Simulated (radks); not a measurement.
The zirconium ion Zr26+, 14 electrons, occupied as [Ne] 3p2 4f2 (not the ground configuration).

Calculated with a radial shooting solver on a logarithmic mesh with Libxc functionals: Dirac Kohn-Sham, LDA (Slater exchange, Perdew-Wang correlation), spin-unpolarised, spherical densities, finite nucleus; open shells are shared between the two j in proportion to 2j + 1; Fermi nuclear charge, rms radius 4.2694 fm.

Energy parts (hartree):
part                       energy
total                 -3071.96872
kinetic                3185.63024
electron-nucleus      -6694.59228
Hartree                 505.18889
exchange-correlation    -68.19557

Orbitals (lengths in bohr, moments of r in powers of bohr; r(90%) holds 90 % of the orbital's charge):
1s1/2: occ. 2; eigenvalue (hartree) -702.7466; r(90%) 0.0664
2s1/2: occ. 2; eigenvalue (hartree) -136.8239; r(90%) 0.247
2p1/2: occ. 2; eigenvalue (hartree) -129.8388; r(90%) 0.222
2p3/2: occ. 4; eigenvalue (hartree) -126.5792; r(90%) 0.227
3p1/2: occ. 0.666667; eigenvalue (hartree) -49.46051; r(90%) 0.560
3p3/2: occ. 1.33333; eigenvalue (hartree) -48.68128; r(90%) 0.569
4f5/2: occ. 0.857143; eigenvalue (hartree) -23.06635; r(90%) 0.919
4f7/2: occ. 1.14286; eigenvalue (hartree) -23.04163; r(90%) 0.920

The highest occupied level is 4f7/2 at -626.99 eV. The electron density at the nucleus is 7.324e+04 e/bohr^3. The density falls to 0.001 e/bohr^3 at r = 1.46 bohr. Summed over all electrons, <r^2> = 1.434 bohr^2, which gives a Langevin (diamagnetic) susceptibility term of -1.14 x 10^-6 cm^3/mol.
